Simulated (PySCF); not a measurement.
Isomers of C5H3FO2. Method: TDDFT CAM-B3LYP/def2-SVPD, vertical, gas phase, core orbitals frozen in the response in PySCF 2.14.0, density-fitted response routines. Geometries: GFN2-xTB; one conformer of each isolated species. Triplets are in the Tamm–Dancoff approximation. 'Strongest' means the level of largest summed f among the lowest 8 singlets; it needn't be the same kind of state in each.

**Question.** Rank by computed LUMO energy, highest first.
A. `O=C(F)C1=CC=CO1`
B. `O=C1C=CC(=O)C1F`
C. `C#C/C=C(\F)C(=O)O`
D. `O=Cc1coc(F)c1`

**Answer.** D (-0.84 eV), A (-0.97 eV), C (-1.39 eV), B (-2.11 eV).

```tsv
SMILES	LUMO (eV)	gap (eV)	first f ≥ 0.01 (nm)	HOMO (eV)	strongest (eV)	S1 mainly
O=Cc1coc(F)c1	-0.84	7.77	250	-8.61	6.98	H-1→L (94%)
O=C(F)c1ccco1	-0.97	7.99	234	-8.96	5.29	H→L (97%)
C#C/C=C(\F)C(=O)O	-1.39	7.54	248	-8.93	5.01	H-1→L (76%)
O=C1C=CC(=O)C1F	-2.11	7.26	206	-9.37	6.02	H→L (92%)
```

H and L stand for HOMO and LUMO.
